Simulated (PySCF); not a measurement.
## XPS shifts beside NMR shieldings

Compound: C5H4ClN.
Geometry (GFN2-xTB, Å), atoms numbered from 1 in this order:
```xyz
11
C5H4ClN angstrom
C     -1.613   -1.421    0.646
C     -0.933   -0.494    0.299
C     -0.060    0.549   -0.115
C     -0.489    1.811   -0.302
Cl    -2.104    2.296   -0.067
N      1.292    0.323   -0.350
C      1.813   -0.815   -0.196
H     -2.242   -2.204    0.950
H      0.194    2.583   -0.617
H      1.277   -1.712    0.126
H      2.869   -0.912   -0.398
```

Binding energies: PySCF, delta-SCF UKS SCAN, pcX-2 on the ionised atom, pcseg-1 elsewhere, spin-free X2C. Shieldings: GIAO PBE0/pcSseg-1, non-relativistic, same geometry.

| atom | C 1s (eV) |
| --- | --- |
| C1 | 290.38 |
| C2 | 290.91 |
| C3 | 292.09 |
| C4 | 291.59 |
| C7 | 291.23 |

Q: What are the absolute isotropic shieldings of these atoms?

A: 
```json
{"atom": "C1", "environment": "terminal alkyne carbon", "C 1s (eV)": "290.38", "isotropic shielding (ppm)": "85.5"}
{"atom": "C2", "environment": "alkyne carbon", "C 1s (eV)": "290.91", "isotropic shielding (ppm)": "111.7"}
{"atom": "C7", "environment": "imine carbon", "C 1s (eV)": "291.23", "isotropic shielding (ppm)": "31.7"}
{"atom": "C4", "environment": "vinylic C–Cl carbon", "C 1s (eV)": "291.59", "isotropic shielding (ppm)": "34.8"}
{"atom": "C3", "environment": "vinylic carbon bearing nitrogen", "C 1s (eV)": "292.09", "isotropic shielding (ppm)": "45.4"}
```

Q: Among the listed atoms, is the one with the highest binding energy also the least shielded?

A: No. The highest binding energy is at C3 (292.09 eV, shielding 45.4 ppm), the lowest shielding at C7 (31.7 ppm, 291.23 eV).

By binding energy: C1 < C2 < C7 < C4 < C3. By shielding: C7 < C4 < C3 < C1 < C2.

The unrestricted hole states depart most from a pure doublet (⟨S²⟩ = 0.75; over 0.85 named) for C 1s of C1 (0.85), C 1s of C2 (0.91) and C 1s of C3 (0.86), which makes these values less certain. Isolated species at its GFN2-xTB geometry (one conformer only).
